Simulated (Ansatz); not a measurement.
Isolated molecules relaxed with PBE0-D4/def2-TZVP in Ansatz; ΔE leaves out vibrations. CCSD(T)/CBS is the MP2 limit (def2-TZVPP, def2-QZVPP) plus CCSD(T) − MP2 in def2-TZVPP, frozen cores. Functionals use def2-TZVPP. B3LYP here is the variant with VWN-RPA as its local correlation; programs differ in this. Each species was taken in one conformer, which may not be the lowest.

Reaction (ligand exchange at the Si–C bond): `O[SiH2]/C=C/F` + `N[SiH](O)Cl` → `O[SiH2]N[SiH](O)Cl` + `C=CF`

(1) Is it downhill or uphill in electronic energy at CCSD(T)/CBS, and by how much? (Estimate.)

(2) What do these levels give: r2SCAN-D4, B3LYP-D4, ωB97M-V, PBE, r2SCAN, B3LYP, HF/def2-TZVPP, SCS-MP2/def2-TZVPP, CCSD(T)/def2-TZVPP, HF/def2-QZVPP, HF/CBS(def2), MP2/CBS(def2)? (Best estimate.)

Largest T1 diagnostic among the species: 0.012.

Answers

(1) Ansatz gave: Downhill: ΔE = -14.6 kcal/mol.

(2) Computed: r2SCAN-D4 -13.9, B3LYP-D4 -14.7, ωB97M-V -14.5, PBE -11.7, r2SCAN -13.6, B3LYP -13.1, HF/def2-TZVPP -14.7, SCS-MP2/def2-TZVPP -14.6, CCSD(T)/def2-TZVPP -14.7, HF/def2-QZVPP -14.8, HF/CBS(def2) -14.9, MP2/CBS(def2) -14.5 kcal/mol.

From PBE to PBE0 (25 % exact exchange), in def2-TZVPP and without D4, ΔE moves by −0.8 kcal/mol. The D4 term adds −1.5 kcal/mol with B3LYP and −0.9 kcal/mol with PBE0; it sums over pairs of atoms, weighted by their polarisabilities, and B3LYP, whose exchange is more repulsive, gets the larger term.
